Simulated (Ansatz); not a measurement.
Species: C₃H₅Cl, charge 0, singlet. C3H5Cl (SMILES C=C(C)Cl).
B3LYP-D3(BJ)/def2-TZVP minimum from Ansatz (a first-principles code):
```
C
C 1 1.3238
H 2 1.0798 1 122.22
H 2 1.0821 3 118.17 1 180.00
C 1 1.4915 2 126.62 3 180.00
H 5 1.0899 1 110.23 2 0.00
H 5 1.0919 6 108.94 1 121.60
H 5 1.0919 6 108.94 7 116.80
Cl 1 1.7579 2 119.75 3 0.00
```
Charge 0, spin multiplicity 1.

Total energies in hartree (Ansatz). Open shells are spin-unrestricted; no spin-orbit coupling. Cores are frozen in correlated methods. No relativity. For partners of very few electrons the exact lower level stands in for a higher one.

```csv
species,HF/cc-pV(T+d)Z,CCSD(T)/cc-pV(T+d)Z,HF/cc-pV(Q+d)Z,CCSD(T)/cc-pV(Q+d)Z,CCSD(T)/cc-pV(D+d)Z,CCSDT(Q)/cc-pV(D+d)Z
1: C3H5Cl (SMILES C=C(C)Cl),-576.05678,-576.82322,-576.06790,-576.88126,-576.62673,-576.62901
2: C (triplet),-37.69157,-37.78076,-37.69331,-37.78654,-37.76038,-37.76071
3: Cl (doublet),-459.48556,-459.67356,-459.48916,-459.69449,-459.60403,-459.60445
4: H (doublet),-0.49981,-0.49981,-0.49995,-0.49995,-0.49928,-0.49928
```

Q: Work out the atomisation energy (electronic, to ground-state atoms) in kJ/mol: take Hartree-Fock from cc-pV(Q+d)Z, extrapolate the CCSD(T) correlation energy as X^-3 (X = 3, 4), and add CCSDT(Q) - CCSD(T) in cc-pV(D+d)Z. 1 hartree = 2625.5 kJ/mol.

A: 
Species 1: correlation (64·(-0.81336) - 27·(-0.76644))/37 = -0.84760; step -0.00228; E1 = -576.06790 + (-0.84760) + (-0.00228) = -576.91778
Species 2: correlation (64·(-0.09323) - 27·(-0.08919))/37 = -0.09618; step -0.00033; E2 = -37.69331 + (-0.09618) + (-0.00033) = -37.78982
Species 3: correlation (64·(-0.20533) - 27·(-0.18800))/37 = -0.21798; step -0.00042; E3 = -459.48916 + (-0.21798) + (-0.00042) = -459.70756
Species 4: correlation (64·(0.00000) - 27·(0.00000))/37 = 0.00000; step +0.00000; E4 = -0.49995 + (0.00000) + (+0.00000) = -0.49995
-1·E1 +3·E2 +1·E3 +5·E4 = 1.34101 hartree = 3520.8 kJ/mol.
